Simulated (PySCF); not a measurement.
Working with the constants of BiCl⁺

UHF-CCSD(T) constants of BiCl⁺, ²Π (doublet), unpaired electrons π ↑ (Bi def2-SVP with ECP60, Cl def2-SVP; scalar-relativistic core potentials (PySCF 2.14); masses 208.9804 and 34.9689 u):

| Quantity | Value |
| --- | --- |
| ωe | 389.9 cm⁻¹ |
| ωexe | 1.07 cm⁻¹ |
| Be | 0.098418 cm⁻¹ |
| αe | 0.000356 cm⁻¹ |
| D (centrifugal) | 2.51e-08 cm⁻¹ |

Problem. Give the vibrational terms G(v) and spacings up to v = 3.

Solution. G(v) = ωe(v+½) − ωexe(v+½)².

```
v  G(v) (cm⁻¹)  G(v) − G(v−1)  Bv (cm⁻¹)
0          195                   0.09824
1          582            388    0.09788
2          968            386    0.09753
3         1352            383    0.09717
```

Correlated steps freeze 9 core orbitals. Spin–orbit coupling is left out, which matters for elements this heavy, above all for dissociation energies. The state was picked by a PBE0 search and need not be the measured ground state.
